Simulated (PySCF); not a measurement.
Cl$_{2}$ (SMILES ClCl), singlet, geometry from GFN2-xTB; PBE0/def2-SV(P) run with PySCF.

Input for PySCF:
```python
from pyscf import gto, scf, dft

mol = gto.Mole()
mol.atom = '''
    Cl   -0.00000000   -0.00000000   -1.00842595
    Cl    0.00000000    0.00000000    1.00842595
'''
mol.basis = 'def2-sv(p)'
mol.verbose = 4
mol.build()

mf = dft.RKS(mol)
mf.xc = 'pbe0'
mf.kernel()
mo_i, mo_e, stable_i, stable_e = mf.stability(internal=True, external=True, return_status=True, nroots=6, tol=1e-6)
print('internally stable:', stable_i, ' externally stable:', stable_e)
if not stable_e:
    umf = mf.to_uhf() if not hasattr(mf, 'xc') else mf.to_uks()
    umf.scf_summary = {}
    umf.kernel(umf.make_rdm1(mo_e, umf.mo_occ))
```

### Question
Write the output that PySCF gives for this input, abridged.

### Answer

```
PySCF version 2.14.0

[INPUT] verbose = 4
[INPUT] num. atoms = 2
[INPUT] num. electrons = 34
[INPUT] charge = 0
[INPUT] spin (= nelec alpha-beta = 2S) = 0
[INPUT] symmetry False subgroup None
[INPUT] Mole.unit = angstrom
[INPUT] Symbol           X                Y                Z      unit          X                Y                Z       unit  Magmom
[INPUT]  1 Cl     0.000000000000   0.000000000000  -1.008425950000 AA    0.000000000000   0.000000000000  -1.905648862404 Bohr   0.0
[INPUT]  2 Cl     0.000000000000   0.000000000000   1.008425950000 AA    0.000000000000   0.000000000000   1.905648862404 Bohr   0.0

nuclear repulsion = 75.8271908591206
number of shells = 16
number of NR pGTOs = 72
number of NR cGTOs = 36
basis = def2-sv(p)
ecp = {}

******** <class 'pyscf.dft.rks.RKS'> ********
method = RKS
initial guess = minao
damping factor = 0
level_shift factor = 0
DIIS = <class 'pyscf.scf.diis.CDIIS'>
diis_start_cycle = 1
diis_space = 8
diis_damp = 0
SCF conv_tol = 1e-09
SCF conv_tol_grad = None
SCF max_cycles = 50
direct_scf = True
direct_scf_tol = 1e-13
XC library pyscf.dft.libxc version 7.1.2
    S. Lehtola, C. Steigemann, M. J. T. Oliveira, and M. A. L. Marques,  SoftwareX 7, 1–5 (2018)
XC functionals = pbe0
    C. Adamo and V. Barone,  J. Chem. Phys. 110, 6158 (1999)
    M. Ernzerhof and G. E. Scuseria,  J. Chem. Phys. 110, 5029 (1999)
radial grids:
    Treutler-Ahlrichs [JCP 102, 346 (1995); DOI:10.1063/1.469408] (M4) radial grids

becke partition: Becke, JCP 88, 2547 (1988); DOI:10.1063/1.454033
pruning grids: <function nwchem_prune>
grids dens level: 3
symmetrized grids: False
atomic radii adjust function: <function treutler_atomic_radii_adjust>
small_rho_cutoff = 0
Set gradient conv threshold to 3.16228e-05
Initial guess from minao.
tot grids = 37760
init E= -919.84792823984
cycle= 1 E= -919.757693848353  delta_E= 0.0902  |g|= 0.129  |ddm|= 1.57
cycle= 2 E= -919.760078703085  delta_E= -0.00238  |g|= 0.0873  |ddm|= 0.163
cycle= 3 E= -919.762046113327  delta_E= -0.00197  |g|= 0.0102  |ddm|= 0.0783
cycle= 4 E= -919.762071656865  delta_E= -2.55e-05  |g|= 0.00145  |ddm|= 0.0105
cycle= 5 E= -919.762072101077  delta_E= -4.44e-07  |g|= 4.36e-05  |ddm|= 0.00217
cycle= 6 E= -919.762072101644  delta_E= -5.67e-10  |g|= 1.42e-06  |ddm|= 5.58e-05
Extra cycle  E= -919.762072101645  delta_E= -1.25e-12  |g|= 6.41e-07  |ddm|= 2.88e-06
converged SCF energy = -919.762072101645
rhf_internal: lowest eigs of H = [0.59503605 0.59503605 0.98819961 0.98819962 1.90948285 2.58412654]
<class 'pyscf.dft.rks.RKS'> wavefunction is stable in the internal stability analysis
rhf_real2complex: lowest eigs of H = [0.11202747 0.11202747 0.2122941  0.2122941  0.29549137 0.58472594]
<class 'pyscf.dft.rks.RKS'> wavefunction is stable in the real -> complex stability analysis
rhf_external: lowest eigs of H = [0.07451834 0.07451834 0.17439082 0.17439083 0.17797723 0.4930015 ]
<class 'pyscf.dft.rks.RKS'> wavefunction is stable in the RHF/RKS -> UHF/UKS stability analysis
internally stable: True  externally stable: True
```
